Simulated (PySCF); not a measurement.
Species: Mo(OH)4 (triplet state).
Bonds: Mo1–O2, Mo1–O4, Mo1–O6, Mo1–O8. Hydrogens: H3 on O2; H5 on O4; H7 on O6; H9 on O8.

Theory: PBE0-D3(BJ)/def2-SVP geometry optimisation, gas phase, def2 core potentials past Kr (PySCF 2.14.0).

Task: What internal coordinates does the optimisation give?

Result: 
```tsv
bond	length (Å)
Mo1–O2, Mo1–O4	1.878
Mo1–O6	1.913
Mo1–O8	1.902
O2–H3 and 3 like bonds	0.967
```

Bonds in one row agree within 0.01 Å and their mean is given. A selection of angles:
```tsv
angle	degrees
O2–Mo1–O4	114.7
O2–Mo1–O6	94.7
O2–Mo1–O8	122.0
O4–Mo1–O6	111.7
O4–Mo1–O8	117.6
O6–Mo1–O8	88.2
Mo1–O2–H3	116.5
Mo1–O4–H5	124.9
Mo1–O6–H7	112.1
Mo1–O8–H9	120.2
```

Dihedral angles: H3–O2–Mo1–O4 -111° (anticlinal); H5–O4–Mo1–O2 105° (anticlinal); H7–O6–Mo1–O2 131° (anticlinal); H9–O8–Mo1–O2 76° (synclinal). The mirror-image conformer, all signs reversed, is as good.

Mo1 (molybdenum bonded to 4 O) has angles from 88.2° to 122.0°. The 4 Mo–O bonds span 1.874 Å (Mo1–O4) to 1.913 Å (Mo1–O6), a spread of 0.039 Å.

No frequency check. ⟨S²⟩ = 2.008 (exact for a triplet: 2.00).
